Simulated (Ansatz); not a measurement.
Reaction (formal exchange of groups at the Si–O bond): `FC(F)O[SiH3]` + `C#[C][GeH3]` → `[SiH3]C#[C][GeH3]` + `OC(F)F`

Computed with Ansatz on PBE0-D4/def2-TZVP structures; ΔE is electronic, products minus reactants. CBS: MP2 limit from def2 TZ/QZ plus the TZ coupled-cluster correction, frozen cores. DFT in def2-TZVPP. For Ge outer-core shells are correlated without core-valence functions, which leaves a few kJ/mol of doubt a bond. Scalar relativity is left out up to krypton. Each species was taken in one conformer, which may not be the lowest.

| level | ΔE (eV) |
| --- | --- |
| CAM-B3LYP | 0.48 |
| HF/def2-QZVPP | 0.56 |

What does CCSD(T)/CBS give? (An estimate is asked.)

Computed: +0.44 eV. The listed levels differ from it by 0.04, 0.12 eV.

Largest T1 diagnostic among the species: 0.013.

From BLYP to BHLYP (50 % exact exchange), in def2-TZVPP and without D4, ΔE moves by +0.09 eV. At CCSD(T), def2-SVP lies −0.07 eV from the extrapolated value and def2-TZVPP −0.01 eV. Leaving LDA and LC-ωPBE aside and taking each functional with its dispersion term where it has one, the values, not all of them listed here, spread over 0.19 eV, from revPBE-D4 to BHLYP-D4. LDA lies +0.04 eV from PBE without D4.
